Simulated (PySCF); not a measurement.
Ga(H)(Me)(OH) (CH5GaO), SMILES [CH3][GaH][OH]. Coordinates come from a PBE0-D3(BJ)/def2-SVP optimisation. One conformer was computed; it need not be the lowest.

Computed equilibrium geometry at PBE0-D3(BJ)/def2-SVP (PySCF confirms it by a frequency run) as a Z-matrix, and its point group (one conformer of several):
point group Cs.
```
Ga
O 1 1.7918
H 2 0.9620 1 114.96
H 1 1.5721 2 116.87 3 0.00
C 1 1.9525 4 129.11 2 180.00
H 5 1.0992 1 110.23 4 180.00
H 5 1.1012 6 108.89 1 121.65
H 5 1.1012 6 108.89 7 116.71
```
